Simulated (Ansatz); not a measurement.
Compare A (`C=C[SiH2][SiH3]`) with its isomer B (`C=C([SiH3])[SiH3]`).

Gas-phase electronic energies from Ansatz, PBE0-D4/def2-TZVP geometries. CCSD(T)/CBS is the MP2 limit (def2-TZVPP, def2-QZVPP) plus CCSD(T) − MP2 in def2-TZVPP, frozen cores. Functionals use def2-TZVPP. B3LYP here is the variant with VWN-RPA as its local correlation; programs differ in this. One conformer a species, not always the lowest.

A:

```xyz
12

C    -1.6697   -1.6316    0.2267
C    -1.0086   -0.5965    0.7380
Si    0.7963   -0.2710    0.4191
Si    1.0702    1.6939   -0.8272
H    -1.1785   -2.3716   -0.3989
H    -2.7289   -1.7879    0.4109
H    -1.5602    0.1105    1.3564
H     1.5332   -0.1178    1.7058
H     1.3693   -1.4271   -0.3250
H     0.4155    1.5594   -2.1568
H     0.4486    2.8432   -0.1130
H     2.5127    1.9965   -1.0361
```

B:

```xyz
12

C    -1.069   -0.501   -1.145
C    -0.200   -0.094   -0.214
Si    1.279   -1.158    0.187
Si   -0.487    1.529    0.662
H    -1.948    0.083   -1.416
H    -0.947   -1.439   -1.684
H     1.266   -1.548    1.622
H     2.541   -0.410   -0.064
H     1.251   -2.381   -0.660
H    -1.728    2.160    0.136
H     0.665    2.446    0.449
H    -0.623    1.312    2.128
```

Problem. Which isomer does CCSD(T)/CBS put lower? Give the gap. (Estimate.)

Solution. The calculation gave: B, by 2.8 kJ/mol.

Problem. Give E(B) − E(A) in kJ/mol with B2PLYP, HF/def2-TZVPP, B3LYP, r2SCAN-D4, CCSD/def2-TZVPP, PBE-D4, CCSD(T)/def2-TZVPP. (An estimate is asked.)

Solution. The calculation gave: B2PLYP -2.5, HF/def2-TZVPP -6.2, B3LYP 2.8, r2SCAN-D4 3.2, CCSD/def2-TZVPP -2.7, PBE-D4 9.2, CCSD(T)/def2-TZVPP -3.0. The order is the other way round with B3LYP, r2SCAN-D4, PBE-D4.

Largest T1 diagnostic: 0.013.

From PBE to PBE0 (25 % exact exchange), in def2-TZVPP and without D4, E(B) − E(A) moves by −3.1 kJ/mol. The D4 term adds −3.8 kJ/mol with B3LYP and −1.9 kJ/mol with PBE0; it sums over pairs of atoms, weighted by their polarisabilities, and B3LYP, whose exchange is more repulsive, gets the larger term.
